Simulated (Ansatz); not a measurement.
Species: CH₃BI, net charge 0, doublet state. It need not be the lowest isomer of its formula. SMILES: C[B]I
Geometry: optimised at B3LYP-D3(BJ)/def2-TZVP (Ansatz, an electronic-structure program).

Parts of the frozen-core correlation energy in def2-SVP (Ansatz, hartree). Frozen orbitals: 11; correlated occupied orbitals by spin: 9 and 8; virtual: 49 and 50. UHF or UKS for open shells. No spin-orbit coupling. In def2 rows, elements after Kr have scalar-relativistic effective core potentials.

| term | value |
|---|---|
| reference (HF) | -360.87405 |
| MP2 opposite-spin | (withheld) |
| MP2 same-spin | -0.07291 |
| CCSD correlation | (withheld) |
| (T) | (withheld) |
| T1 diagnostic | 0.017 |
| largest doubles amplitude | 0.034 |
| <S^2> of the reference | 0.756 |

Task: What belongs in the gaps?

Result: 
- MP2 opposite-spin, value: -0.22895
- CCSD correlation, value: -0.33641
- (T), value: -0.01014
